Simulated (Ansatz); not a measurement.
Correlation energies of `[OH2+][B-](Cl)(Cl)Cl` by basis set

```xyz
7

O     0.7647    0.6085   -0.4045
B    -0.3583   -0.5116    0.0729
Cl   -1.9276    0.3462   -0.2666
Cl   -0.0608   -1.9640   -0.9287
Cl    0.0203   -0.7103    1.8425
H     0.2747    1.3934   -0.6958
H     1.2871    0.8379    0.3801
```

Charge 0, multiplicity 1. All single points use the PBE0-D4/def2-TZVP geometry. It is one conformer, not always the lowest. Frozen core, restricted reference, Ansatz. CBS rows extrapolate triple and quadruple zeta.

```
      basis      HF (Eh)  MP2 corr.  CCSD corr.       (T)  CCSD(T) total
   def2-SVP  -1478.82910   -0.69130    -0.73305  -0.01687    -1479.57902
 def2-TZVPP  -1479.41582   -0.93405    -0.98131  -0.04151    -1480.43864
 def2-QZVPP  -1479.45816   -1.02131    -1.06112  -0.04882    -1480.56810
  CBS(def2)  -1479.46399   -1.08596    -1.12023  -0.05423    -1480.63845
cc-pV(D+d)Z  -1479.36269   -0.70700    -0.75088  -0.01903    -1480.13260
cc-pV(T+d)Z  -1479.43756   -0.93456    -0.98171  -0.04165    -1480.46092
cc-pV(Q+d)Z  -1479.45562   -1.02045    -1.06048  -0.04869    -1480.56479
    CBS(cc)  -1479.46106   -1.08159    -1.11656  -0.05371    -1480.63133
```
